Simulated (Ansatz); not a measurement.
C$_{7}$H$_{12}$ (`C1C[C@H]2CC[C@@H]1C2`). Charge 0, multiplicity 1. All single points use the PBE0-D4/def2-TZVP geometry.

```xyz
19

C     1.087   -0.135   -1.079
C     1.402   -0.488    0.398
C     0.205    0.095    1.159
C    -1.027   -0.764    0.850
C    -1.342   -0.410   -0.626
C    -0.252    0.607   -0.981
C    -0.090    1.357    0.344
H     1.017   -1.017   -1.719
H     1.859    0.512   -1.501
H     2.334   -0.020    0.724
H     1.505   -1.563    0.564
H     0.387    0.239    2.225
H    -0.828   -1.828    0.997
H    -1.860   -0.497    1.505
H    -1.316   -1.282   -1.285
H    -2.335    0.036   -0.720
H    -0.484    1.217   -1.856
H    -1.001    1.872    0.662
H     0.739    2.070    0.338
```

(1) What is the dipole moment at B3LYP/def2-TZVPP? (Estimate.)

(2) And with PBE, r2SCAN, ωB97M-V? (An estimate is asked.)

(3) Give the Mulliken charges with B3LYP, PBE, ωB97M-V in def2-TZVPP. (Best estimate.)

## Answers

(1) The calculation gave: 0.09 D, with components (-0.01, 0.09, 0.02) D in this frame, pointing from negative to positive charge.

(2) Ansatz gave: PBE 0.10 D, r2SCAN 0.09 D, ωB97M-V 0.09 D.

(3) The calculation gave: 
```
atom  B3LYP    PBE  ωB97M-V
  C1  -0.18  -0.16    -0.21
  C2  -0.18  -0.16    -0.21
  C3   0.09   0.09    -0.03
  C4  -0.18  -0.16    -0.21
  C5  -0.18  -0.16    -0.21
  C6   0.09   0.09    -0.03
  C7  -0.21  -0.18    -0.22
  H8   0.06   0.05     0.09
  H9   0.07   0.06     0.10
 H10   0.07   0.06     0.10
 H11   0.06   0.05     0.09
 H12   0.06   0.05     0.08
 H13   0.06   0.05     0.09
 H14   0.07   0.06     0.10
 H15   0.06   0.05     0.09
 H16   0.07   0.06     0.10
 H17   0.06   0.05     0.08
 H18   0.06   0.05     0.10
 H19   0.06   0.05     0.10
```

B3LYP here is the variant with VWN-RPA as its local correlation; programs differ in this.
